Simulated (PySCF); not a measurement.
Input for PySCF: D3(BJ) and D4 dispersion corrections on HCl (SMILES Cl).

```python
from pyscf import gto
from pyscf.dispersion import dftd3, dftd4

mol = gto.M(
    atom='''
    Cl    0.18137012    0.42715245   -0.08155604
    H    -0.08917065   -0.45574490    0.81766539
    ''',
    basis='def2-svp',
    charge=0, spin=0, verbose=0, max_memory=1800)
d3, d4 = {}, {}
for xc in ['hf', 'pbe', 'blyp', 'revpbe', 'tpss', 'r2scan', 'b3lyp', 'pbe0', 'bhlyp', 'camb3lyp', 'b2plyp']:
    d3[xc] = float(dftd3.DFTD3Dispersion(mol, xc=xc, version='d3bj', atm=False).get_dispersion()['energy'])
    print(f'D3(BJ) {xc:10s} {d3[xc]:14.8f} Eh')
for xc in ['hf', 'pbe', 'blyp', 'revpbe', 'tpss', 'r2scan', 'b3lyp', 'pbe0', 'bhlyp', 'camb3lyp', 'b2plyp']:
    d4[xc] = float(dftd4.DFTD4Dispersion(mol, xc={'camb3lyp': 'cam-b3lyp'}.get(xc, xc), atm=True).get_dispersion()['energy'])
    print(f'D4     {xc:10s} {d4[xc]:14.8f} Eh')
```

Output:

```
D3(BJ) hf            -0.00407349 Eh
D3(BJ) pbe           -0.00032220 Eh
D3(BJ) blyp          -0.00069564 Eh
D3(BJ) revpbe        -0.00089931 Eh
D3(BJ) tpss          -0.00039379 Eh
D3(BJ) r2scan        -0.00007655 Eh
D3(BJ) b3lyp         -0.00056199 Eh
D3(BJ) pbe0          -0.00026232 Eh
D3(BJ) bhlyp         -0.00042955 Eh
D3(BJ) camb3lyp      -0.00022034 Eh
D3(BJ) b2plyp        -0.00024655 Eh
D4     hf            -0.00096118 Eh
D4     pbe           -0.00020840 Eh
D4     blyp          -0.00049656 Eh
D4     revpbe        -0.00085384 Eh
D4     tpss          -0.00028428 Eh
D4     r2scan        -0.00004660 Eh
D4     b3lyp         -0.00033818 Eh
D4     pbe0          -0.00016853 Eh
D4     bhlyp         -0.00022258 Eh
D4     camb3lyp      -0.00016498 Eh
D4     b2plyp        -0.00014242 Eh
```

The run finished.

Cost: about 0.03 core-seconds (a rough figure).
